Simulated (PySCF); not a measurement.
# How the method changes the shape and vibrations of CFH3OSi

These are calculations, not measurements. The program is PySCF 2.14.0, an open-source quantum chemistry code, run on an isolated molecule that a program drew, which may never have been made. The molecule is CFH3OSi (charge 0, singlet), drawn as the SMILES string `OC[Si]F`.

The geometry was optimised and harmonic frequencies were computed with HF and MP2, all in the cc-pV(D+d)Z basis, for the commonest isotopes, with a restricted reference for singlets and an unrestricted one otherwise, and a frozen core in MP2. Each result is a local minimum of its method.

Geometry at the HF minimum:
```xyz
7
CFH3OSi, angstrom
O    -0.2584    1.7778   -1.8406
C    -0.7620    0.9753   -0.7986
Si   -0.9565    2.0723    0.7502
F    -1.5324    0.8928    1.7281
H    -0.1508    1.2604   -2.6242
H    -1.7381    0.5320   -1.0478
H    -0.0936    0.1343   -0.5594
```

Lengths of the bonds as drawn, in Å (atoms numbered as above):
```
  bond     HF    MP2
 O1-C2  1.408  1.430
C2-Si3  1.908  1.918
Si3-F4  1.637  1.654
 O1-H5  0.945  0.966
 C2-H6  1.101  1.114
 C2-H7  1.101  1.114
```

Rotational constants, in GHz:
| constant | HF | MP2 |
|---|---|---|
| A | 19.86 | 19.71 |
| B | 3.211 | 3.158 |
| C | 2.812 | 2.769 |

Harmonic frequencies in cm^-1, each column in rising order, so a row needn't be the same motion in every method:
```
rank,HF,MP2
1,98,88
2,195,166
3,301,267
4,354,327
5,630,582
6,697,664
7,842,?
8,1166,1077
9,1262,1164
10,1300,1204
11,1470,1363
12,1567,1463
13,3104,2992
14,3143,3043
15,4145,3852
```

**Estimate the missing MP2 frequency from the HF column.**

A single factor s that minimises the squared misfit of MP2 against s times HF over the other rows is sum(HF x MP2) / sum(HF^2) = 0.9442, with an rms misfit of 35 cm^-1. For rank 7 it gives 0.9442 x 842 = 795 cm^-1. The calculation gives 823 cm^-1, 28 cm^-1 above the estimate. The drawn bonds are on average 1.3 % longer in MP2 than in HF.
